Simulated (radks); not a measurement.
Q: All-electron atom: Mg2+ in [Ne]. Method: non-relativistic Kohn-Sham, Slater X-alpha with alpha = 0.696, spin-polarised, spherical densities, point nucleus; computed with a radial shooting solver on a logarithmic mesh with Libxc functionals. Some entries of the table are withheld. Estimate them.

orbital  occ.  eigenvalue (eV)  r(max) (bohr)
1s          2              (1)        0.08563
2s          2         -98.2491         0.5489
2p          6         -65.9274            (2)

A: 
(1) 1s eigenvalue (eV): -1272.862
(2) 2p r(max) (bohr): 0.4763
